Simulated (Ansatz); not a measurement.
Start from `BCSC[SiH3]` and change one atom or group to get `FCSC[SiH3]`.

Ansatz, PBE0-D4/def2-TZVP geometries, multiplicity 1. Each molecule was computed in one conformer, which needn't be the lowest.

| property | `BCSC[SiH3]` |
| --- | --- |
| HOMO–LUMO gap (ωB97M-V/def2-TZVPP) / eV | 8.87 |
| HOMO energy (ωB97M-V/def2-TZVPP) / eV | -8.51 |
| size of the dipole moment (B3LYP/def2-TZVPP) / D | 1.53 |
| LUMO energy (PBE0/def2-TZVPP) / eV | -1.58 |
| HOMO energy (B3LYP/def2-TZVPP) / eV | -6.10 |
| HOMO energy (PBE0/def2-TZVPP) / eV | -6.32 |

**Question.** What does the change do to each property? (Best estimate.)

**Answer.** The calculation gave: 
```
                                        property  `FCSC[SiH3]`  shift
         HOMO–LUMO gap (ωB97M-V/def2-TZVPP) / eV         10.97   2.10
           HOMO energy (ωB97M-V/def2-TZVPP) / eV         -9.08  -0.57
size of the dipole moment (B3LYP/def2-TZVPP) / D          1.07  -0.46
              LUMO energy (PBE0/def2-TZVPP) / eV          0.24   1.82
             HOMO energy (B3LYP/def2-TZVPP) / eV         -6.67  -0.57
              HOMO energy (PBE0/def2-TZVPP) / eV         -6.89  -0.57
```

With PBE0 the HOMO falls by 0.57 eV and the LUMO rises by 1.82 eV, so the gap widens by about 2.39 eV. PBE moves the HOMO by -0.54 eV and ωB97M-V by -0.57 eV. Dipoles are sizes alone; their direction can turn.

B3LYP here is the variant with VWN-RPA as its local correlation; programs differ in this.
